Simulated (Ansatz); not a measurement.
`[F][GeH2][InH2]` and `[F][GeH2][F]` differ in one atom or group.

Ansatz, PBE0-D4/def2-TZVP geometries, multiplicity 1. 

Elements past krypton have def2 core potentials. Scalar relativity is left out up to krypton.

```csv
property,`[F][GeH2][InH2]`
LUMO energy (PBE/def2-TZVPP) / eV,-3.09
zero-point energy (PBE0-D4/def2-TZVP) / kJ/mol,77.5
size of the dipole moment (PBE/def2-TZVPP) / D,2.18
HOMO energy (B3LYP/def2-TZVPP) / eV,-7.34
LUMO energy (PBE0/def2-TZVPP) / eV,-2.37
LUMO energy (B3LYP/def2-TZVPP) / eV,-2.65
```

(1) Give the same properties after the change, and the shifts. (An estimate is asked.)

## Answers

(1) Computed: 
```tsv
property	`[F][GeH2][F]`	shift
LUMO energy (PBE/def2-TZVPP) / eV	-0.90	2.19
zero-point energy (PBE0-D4/def2-TZVP) / kJ/mol	53.9	-23.6
size of the dipole moment (PBE/def2-TZVPP) / D	2.41	0.23
HOMO energy (B3LYP/def2-TZVPP) / eV	-9.83	-2.49
LUMO energy (PBE0/def2-TZVPP) / eV	-0.01	2.36
LUMO energy (B3LYP/def2-TZVPP) / eV	-0.31	2.34
```

With PBE0 the HOMO falls by 2.52 eV and the LUMO rises by 2.36 eV, so the gap widens by about 4.88 eV. PBE moves the HOMO by -2.01 eV and ωB97M-V by -2.78 eV. The zero-point energy changes by -23.6 kJ/mol with -6 modes. Dipoles are sizes alone; their direction can turn.

B3LYP here is the variant with VWN-RPA as its local correlation; programs differ in this.
